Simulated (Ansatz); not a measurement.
Stretching the Ga1–H2 bond in GaH4N (SMILES [NH2][GaH2]) (multiplicity 1 held, fragments rigid). Energies count from the point at 1.562 Å.
Geometry at that point (charge 0, multiplicity 1):
| atom | x (Å) | y (Å) | z (Å) |
|---|---|---|---|
| Ga | 0.0071 | -0.1752 | -0.3421 |
| H | -1.2916 | -0.0769 | -1.2036 |
| H | 1.3319 | -0.9094 | -0.7224 |
| N | -0.0268 | 0.6560 | 1.2808 |
| H | -0.8205 | 1.1614 | 1.6389 |
| H | 0.7460 | 0.6643 | 1.9262 |

Restricted levels (R-, RO-) in cc, def2 and unpolarised 6-31G sets keep to the state of the molecule at rest. Unrestricted levels (U-) break spin symmetry where that is lower. Active spaces are followed from a long bond inwards. Levels need not reach the same state.

Cores are frozen in the correlated methods. Filled d and f shells under p-block atoms count as core.

Programs: Ansatz (an electronic-structure program). Values without a source in brackets are computed.

Energies in kJ/mol.

| R (Å) | U-r2SCAN/cc-pVTZ | R-wB97X-V/cc-pVTZ | FIC-NEVPT4(SD) on CASSCF(2,2)/cc-pVTZ | FIC-MRCISD+Q on CASSCF(2,2)/cc-pVTZ |
|---|---|---|---|---|
| 1.249 | 103 | 108 | 122 | 122 |
| 1.405 | 19 | 20 | 26 | 26 |
| 1.562 | 0 | 0 | 0 | 0 |
| 1.718 | 16 | 15 | 11 | 11 |
| 1.874 | 48 | 49 | 40 | 40 |
| 2.108 | 110 | 113 | 98 | 99 |
| 2.342 | 173 | 182 | 158 | 159 |
| 2.733 | 261 | 287 | 242 | 244 |
| 3.123 | 304 | 375 | 299 | 301 |
| 3.592 | 329 | 459 | 334 | 336 |
| 4.216 | 343 | 539 | 349 | 352 |
| 4.997 | 348 | 606 | 353 | 355 |

Doubts at one or more of the structures used: a spin-contaminated determinant (U-r2SCAN/cc-pVTZ); a restricted determinant that unrestricted orbitals would lower (R-wB97X-V/cc-pVTZ).
